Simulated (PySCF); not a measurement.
**Excitation energy of Mn by level of theory**

Mn [Ar] 3d5 4s2 (6S) → Mn [Ar] 3d5 4s1 4p1 (8P), as a difference of total energies. Calculation: PySCF 2.14, in dyall-av2z (16s12p7d2f, 101 functions); the non-relativistic Hamiltonian (point nucleus). Correlated levels: valence: [Ar] frozen; virtual orbitals above 40 to 60 times the deepest correlated orbital energy dropped. The calculations carry no spin-orbit coupling.

Order these methods by the excitation energy they give, lowest first.
A. LDA
B. wB97X-V
C. UHF
D. MP2 (valence)

C (1.087 eV), D (1.852 eV), B (2.246 eV), A (2.335 eV).

These non-relativistic numbers lack the scalar-relativistic shift.

Errors of the correlated levels include the incompleteness of this basis and the frozen core.

For comparison: 2.303 eV (measured; NIST levels, between the centres of gravity of the two terms).
